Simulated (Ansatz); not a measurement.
Start from `[BH2][SnH2][OH]` and change one atom or group to get `[OH][SnH2][Cl]`.

Ansatz, PBE0-D4/def2-TZVP geometries, multiplicity 1. Each molecule was computed in one conformer, which needn't be the lowest.

Elements past krypton have def2 core potentials.

```tsv
property	`[BH2][SnH2][OH]`
HOMO–LUMO gap (B3LYP/def2-TZVPP) / eV	4.51
HOMO energy (PBE0/def2-TZVPP) / eV	-7.70
HOMO energy (ωB97M-V/def2-TZVPP) / eV	-9.91
HOMO energy (B3LYP/def2-TZVPP) / eV	-7.48
size of the dipole moment (B3LYP/def2-TZVPP) / D	2.38
LUMO energy (PBE0/def2-TZVPP) / eV	-2.76
```

Problem. What does the change do to each property? (Best estimate.)

Solution. Computed: 
```tsv
property	`[OH][SnH2][Cl]`	shift
HOMO–LUMO gap (B3LYP/def2-TZVPP) / eV	7.29	2.78
HOMO energy (PBE0/def2-TZVPP) / eV	-8.73	-1.03
HOMO energy (ωB97M-V/def2-TZVPP) / eV	-10.99	-1.08
HOMO energy (B3LYP/def2-TZVPP) / eV	-8.48	-1.00
size of the dipole moment (B3LYP/def2-TZVPP) / D	1.89	-0.49
LUMO energy (PBE0/def2-TZVPP) / eV	-0.86	1.90
```

With PBE0 the HOMO falls by 1.03 eV and the LUMO rises by 1.90 eV, so the gap widens by about 2.93 eV. PBE moves the HOMO by -0.92 eV and ωB97M-V by -1.08 eV. The zero-point energy changes by -47.0 kJ/mol with -6 modes. Dipoles are sizes alone; their direction can turn.

B3LYP here is the variant with VWN-RPA as its local correlation; programs differ in this.
